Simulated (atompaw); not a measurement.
# Reading a pseudo-wave (Ga (Z = 31))

Columns: radius, all-electron u(r) and pseudo u(r) of the 4s shell (level -8.95 eV) of gallium in the configuration [Ar] 3d10 4s2 4p1; PBE, scalar-relativistic, PAW (atompaw) scheme, atompaw 4.2.0.5.

```tsv
r (bohr)	all-electron	pseudo
0.083	0.0785	0.0435
0.165	0.1844	0.0865
0.248	0.0276	0.1300
0.331	-0.1647	0.1734
0.413	-0.2832	0.2162
0.496	-0.3144	0.2592
0.579	-0.2751	0.3019
0.662	-0.1912	0.3440
0.744	-0.0853	0.3849
0.827	0.0298	0.4253
0.910	0.1432	0.4644
0.992	0.2478	0.5014
1.075	0.3431	0.5370
1.158	0.4262	0.5701
1.240	0.4963	0.6002
1.323	0.5554	0.6276
1.406	0.6034	0.6515
1.488	0.6407	0.6716
1.571	0.6694	0.6880
1.654	0.6901	0.7005
1.737	0.7036	0.7089
1.819	0.7109	0.7132
1.902	0.7129	0.7137
1.985	0.7103	0.7104
2.067	0.7038	0.7038
2.150	0.6940	0.6940
```

(1) How many radial nodes do the two functions have?

(2) Is the pseudo-wave norm-conserving?

Answers

(1) The all-electron 4s function has n − l − 1 = 3 (the table is too coarse to show those close to the nucleus); the pseudo-wave has 0, since the states of the same l below it are removed with the core.

(2) No, it belongs to a PAW set: the norm inside the radius is not constrained, and the difference is carried by the augmentation charge.
